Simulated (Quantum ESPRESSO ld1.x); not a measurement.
Question: All-electron atom: Hg in [Xe] 4f14 5d9 6s2 6p1 (not the ground configuration). Calculated with ld1.x of Quantum ESPRESSO 7.5: scalar-relativistic Kohn-Sham, LDA (Slater exchange, Perdew-Wang correlation), spin-polarised, spherical densities, point nucleus; open shells are filled with parallel spins first. Some entries of the table are withheld. Estimate them.

orbital,occ.,eigenvalue (hartree),<r^2> (bohr^2)
1s up,1,-3054.8735,0.0003810
1s down,1,-3054.8731,0.0003810
2s up,1,-541.6392,0.005800
2s down,1,-541.6361,0.005800
2p up,3,-467.2131,0.004900
2p down,3,-467.2105,0.004900
3s up,1,-128.6758,0.03738
3s down,1,-128.6741,0.03738
3p up,3,-107.1794,0.03852
3p down,3,-107.1776,0.03852
3d up,5,-84.5444,0.03189
3d down,5,-84.5420,0.03189
4s up,1,-28.4264,0.1801
4s down,1,-28.4230,0.1801
4p up,3,-21.3777,0.2060
4p down,3,-21.3743,0.2060
4d up,5,-13.0189,0.2331
4d down,5,-13.0149,0.2330
5s up,1,-4.5625,0.9067
5s down,1,-4.5436,0.9053
4f up,7,-3.7451,0.2810
4f down,7,-3.7399,0.2806
5p up,3,-2.6533,1.210
5p down,3,-2.6312,1.208
5d up,5,-0.5409,2.462
5d down,4,-0.5159,2.461
6s up,1,-0.3600,7.285
6s down,1,-0.3357,7.322
6p up,1,(1),16.63
6p down,0,(2),17.98

Answer: 
(1) 6p up eigenvalue (hartree): -0.1030
(2) 6p down eigenvalue (hartree): -0.0817
